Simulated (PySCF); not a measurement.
# How the method moves the HOMO and LUMO of `O=CCB(Cl)Cl`

Compound: C2H3BCl2O.
Geometry (PBE0-D3(BJ)/def2-SVP, Å), atoms numbered from 1 in this order:
```
atom  x, y, z in Å
O1    -1.1641    2.0138    0.2449
C2    -0.7813    0.9294    0.5846
C3    -0.4302   -0.1772   -0.3780
B4     1.0620   -0.6482   -0.2844
Cl5    1.8225   -0.9000    1.2752
Cl6    2.0007   -0.9543   -1.7237
H7    -0.6464    0.6735    1.6663
H8    -1.0249   -1.0672   -0.0903
H9    -0.7091    0.1184   -1.3983
```

Basis pcSseg-2 throughout (PySCF), one geometry. One conformer (not necessarily the lowest) at the PBE0-D3(BJ)/def2-SVP geometry, without solvent, vibrations or thermal averaging.

How do the orbital energies, the gap and the dipole change with the method?

| method | kind | HOMO (eV) | LUMO (eV) | gap (eV) | μ (D) | SCF cycles |
| --- | --- | --- | --- | --- | --- | --- |
| BLYP | GGA | -6.14 | -2.57 | 3.57 | 2.21 | 17 |
| OPBE | GGA | -6.18 | -2.61 | 3.57 | 2.11 | 17 |
| PBE | GGA | -6.23 | -2.74 | 3.49 | 2.17 | 17 |
| B97-D | GGA | -6.25 | -2.56 | 3.70 | 2.19 | 17 |
| BP86 | GGA | -6.33 | -2.81 | 3.53 | 2.18 | 16 |
| LDA | LDA | -6.38 | -2.99 | 3.39 | 2.24 | 16 |
| KT2 | GGA | -6.40 | -2.74 | 3.66 | 2.15 | 17 |
| KT3 | GGA | -6.41 | -2.67 | 3.73 | 2.14 | 17 |
| B97-2 | global hybrid | -7.51 | -1.80 | 5.72 | 2.29 | 15 |
| B3LYP | global hybrid | -7.56 | -2.00 | 5.56 | 2.32 | 15 |
| PBE0 | global hybrid | -7.79 | -1.81 | 5.99 | 2.31 | 14 |
| mPW1PW91 | global hybrid | -7.83 | -1.81 | 6.02 | 2.31 | 13 |
| CAM-B3LYP | range-separated hybrid | -9.25 | -0.66 | 8.59 | 2.39 | 13 |
| BHandHLYP | global hybrid | -9.34 | -0.71 | 8.63 | 2.46 | 13 |
| wB97X-D | range-separated hybrid | -9.69 | 0.05 | 9.74 | 2.34 | 14 |
| LC-wPBE | range-separated hybrid | -10.54 | 0.48 | 11.02 | 2.38 | 14 |
| HF | Hartree–Fock | -11.76 | 1.94 | 13.70 | 2.62 | 11 |

The HOMO spans 5.62 eV, from BLYP down to HF, and the gap runs from 3.39 eV (LDA) to 13.70 eV (HF). Over the methods BLYP (0 %), OPBE (0 %), PBE (0 %), B97-D (0 %), BP86 (0 %), LDA (0 %), KT2 (0 %), KT3 (0 %), B97-2 (21 %), B3LYP (20 %), PBE0 (25 %), mPW1PW91 (25 %), BHandHLYP (50 %), HF (100 %), a straight line through the gap against the share of exact exchange rises by 1.01 eV for each 10 % (correlation coefficient 0.999). The dipole ranges from 2.11 D (OPBE) to 2.62 D (HF). This basis has no diffuse functions.
